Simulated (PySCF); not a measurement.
Structure problem from calculated spectra and properties.

Formula: C3H14Ge2Si.

| Property | Result |
| --- | --- |
| 13C NMR | chemical shifts (computed TMS as zero) by class: 23.7 (1 C), 20.0 (1 C), 16.8 (1 C) ppm [GIAO PBE0/pcSseg-1] |
| 1H NMR | chemical shifts (computed TMS as zero) by class: 3.92 (1 H), 3.66 (3 H), 3.58 (3 H), 1.22 (1 H), 1.20 (1 H), 1.05 (3 H), 0.93 (1 H), 0.89 (1 H) ppm [GIAO PBE0/pcSseg-1] |
| NMR, other nuclei | isotropic shieldings of nuclei other than C and H, by class: 453 (1 Si), 1570 (1 Ge), 1660 (1 Ge) ppm [GIAO PBE0/pcSseg-1] |
| Polarisability | 136.1 au [wB97X-D/def2-SVPD] |
| Rotational structure | rotational constants A, B, C: 1.188, 0.780, 0.563 GHz [PBE0-D3(BJ)/def2-SVP] |
| UV, strongest line | among the 10 lowest singlet transitions: S3 at 7.18 eV (173 nm, f = 0.223) [TDDFT wB97X-D/def2-SVPD] |

Gas-phase values; electronic properties from PySCF, density fitting. Levels stand in brackets. One conformer (not necessarily the lowest) at the PBE0-D3(BJ)/def2-SVP geometry, without solvent, vibrations or thermal averaging. The calculation is non-relativistic and has no spin–orbit coupling, an omission that weighs most on germanium. Each NMR value is the plain mean over a class of atoms that symmetry, rotation or inversion makes alike.

Problem. Propose a structure and show how it fits.

Solution. Numbering: `[CH3:1][CH2:2][CH2:3][Ge@H:4]([SiH3:5])[GeH3:6]`. 3 carbons fall into 3 classes; from least to most shielded: chain CH2 carbon [C2] (23.7 ppm), methyl carbon [C1] (20.0 ppm), sp3 carbon bound to germanium [C3] (16.8 ppm). Hydrogen classes from least to most shielded: 1 H on a germanium bonded to C, Ge, Si and H, Ge4 (3.92 ppm), 3 H on an SiH3 silicon, Si5 (3.66 ppm), 3 H on a germanium bonded to Ge and 3 H, Ge6 (3.58 ppm), 1 H on a chain CH2 carbon, C2 (1.22 ppm), 1 H on a chain CH2 carbon, C2 (1.20 ppm), 3 H on a methyl carbon, C1 (1.05 ppm), 1 H on an sp3 carbon bound to germanium, C3 (0.93 ppm), 1 H on an sp3 carbon bound to germanium, C3 (0.89 ppm). The other shieldings belong to: 453 ppm, SiH3 silicon [Si5]; 1570 ppm, germanium bonded to C, Ge, Si and H [Ge4]; 1660 ppm, germanium bonded to Ge and 3 H [Ge6]. The optimised geometry has point group C1 and is an asymmetric top. Structure: `CC[CH2][Ge@H]([SiH3])[GeH3]`. The assignments are read from this structure; whether some other isomer fits the data as well wasn't checked. The mirror image fits equally. NMR values of atoms bound to Ge lack the spin–orbit term that these neighbours bring.

Shape of the structure used: `[CH3:1][CH2:2][CH2:3][Ge@H:4]([SiH3:5])[GeH3:6]`: C1–C2–C3–Ge4 -179°, C2–C3–Ge4–Si5 58°.
